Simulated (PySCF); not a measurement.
1-silylprop-2-en-1-one (C3H6OSi), SMILES O=C(C=C)[SiH3].

Geometry: ωB97X-D3(BJ)/def2-SVP. Other conformers were not sampled.

Two levels are set side by side: TDA-PBE/def2-SVPD (PySCF) and TDA-PBE0/def2-SVPD (PySCF). Vertical, same geometry. The lowest singlet is HOMO→LUMO 100 % with PBE and HOMO→LUMO 98 % with the other functional; states are paired by order. Differences are taken from unrounded values.

```tsv
quantity	TDA-PBE
lowest singlet excitation (eV)	2.49
lowest triplet excitation (TDA) (eV)	2.00
first bright state (f over 0.05) (eV)	5.47
its oscillator strength	0.20
```

**Question.** These are the TDA-PBE values. What does TDA-PBE0 give? (An estimate is asked for; the answer gives what the named calculation found.)

**Answer.** 
| quantity | TDA-PBE0 | TDA-PBE minus TDA-PBE0 |
|---|---|---|
| lowest singlet excitation (eV) | 2.85 | -0.36 |
| lowest triplet excitation (TDA) (eV) | 2.26 | -0.27 |
| first bright state (f over 0.05) (eV) | 5.81 | -0.34 |
| its oscillator strength | 0.33 | -0.13 |

Functionals without exact exchange tend to place singlet excitations lower, as here. Differences between two approximate levels are no errors against the true value.

Rough cost on one machine, each run with all the roots and properties that it gave: TDA-PBE0 against TDA-PBE about 2 times.
